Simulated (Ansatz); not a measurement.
A run for Ansatz (an electronic-structure program): R-PBE/def2-TZVPPD on CH5NO (a complex), monomers drawn apart or pushed together. Files ending in .json are basis or fitting sets from the Basis Set Exchange.

Ansatz 0.2 input:
```yaml
crystal:
  periodic: [false, false, false]
  atoms:
    - {symbol: H, position_ang: [-0.31464169, -0.21504588, 0.47386967]}
    - {symbol: H, position_ang: [0.00558872, -0.00639791, -0.16753557]}
    - {symbol: N, position_ang: [1.02868480, 0.74950730, 4.34531618]}
    - {symbol: C, position_ang: [-0.04596648, 0.03655072, 4.76157781]}
    - {symbol: O, position_ang: [-0.83738173, -0.51615754, 4.03128449]}
    - {symbol: H, position_ang: [1.20870006, 0.84575121, 3.35901241]}
    - {symbol: H, position_ang: [1.64964837, 1.18636258, 5.00289427]}
    - {symbol: H, position_ang: [-0.13213958, 0.00769104, 5.86312647]}
basis:
  gaussian:
    orbitals: def2-TZVPPD.json
hamiltonian:
  xc: {name: PBE}
scf: {lower_state_search: off}
```

The head of its log:

```
WARN ansatz: RAYON_NUM_THREADS=1 ignored (pool sized by the plan → 1); use --threads N
Functional definition: PBE
these checks for a lower state are left out or cut short: stability, starts, cluster_reference, orbital_swaps, neighbouring_geometries, increment
integrals: 0.07 GiB planned
832 factors; their error is unknown
mean field: 0.67 GiB planned
mean field evaluation 1: about -4642.5751 eV, gradient 7.0e1 eV
mean field evaluation 2: about -4601.6851 eV, gradient 1.5e2 eV
```

Give the final energy of this run.

-170.9478 hartree.
